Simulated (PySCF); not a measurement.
CH₄SZn.

```xyz
7

Zn     0.2312    -0.2339    -0.0704
C      1.5384    -1.6353    -0.4207
H      1.0498    -2.6206    -0.4857
H      2.2948    -1.6774     0.3790
H      2.0579    -1.4483    -1.3743
S     -1.2350     1.3682     0.2999
H     -1.8080     0.6833     1.3198
```

Coordinates come from a B3LYP-D3(BJ)/def2-SVP optimisation. One conformer was computed; it need not be the lowest.

The numbers are results of PBE0/pcSseg-1 in PySCF, not measurements. Non-relativistic, no solvent.

Computed absolute GIAO shielding of each atom: isotropic value and principal components (ppm):
| atom | σ(iso) | σ11 | σ22 | σ33 | span |
|---|---|---|---|---|---|
| Zn1 | 1546.5 | 1074.2 | 1089.4 | 2476.1 | 1401.9 |
| C2 | 197.2 | 194.6 | 195.8 | 201.4 | 6.8 |
| H3 | 31.3 | 25.8 | 28.2 | 40.1 | 14.3 |
| H4 | 31.3 | 25.7 | 28.2 | 40.1 | 14.4 |
| H5 | 31.3 | 25.8 | 28.0 | 40.1 | 14.3 |
| S6 | 779.8 | 741.4 | 742.1 | 855.8 | 114.4 |
| H7 | 31.8 | 23.5 | 28.0 | 43.8 | 20.3 |
